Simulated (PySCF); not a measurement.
H6MgSi2, SMILES [SiH3][Mg][SiH3]. Heavy atoms are numbered as in [Mg:1]([SiH3:2])[SiH3:6]. Hydrogens are named by the atom that carries them.

The structure is a stationary point at TPSSh-D3(BJ)/def2-SVP.

Calculation: PySCF with B3LYP/pcSseg-1.

GIAO shieldings, no solvent; atoms alike by connectivity are averaged. δ = σ(ref) − σ: ²⁹Si against TMS (σ = 338.7 ppm); ¹H against TMS (σ = 31.68 ppm), references at their B3LYP-D3(BJ)/def2-TZVP geometries, non-relativistic.

Computed chemical shifts:
```tsv
nucleus	atoms	count	δ (ppm)
²⁹Si	Si2 (SiH3)	2	-144.7
¹H	H on Si2	6	3.01
```
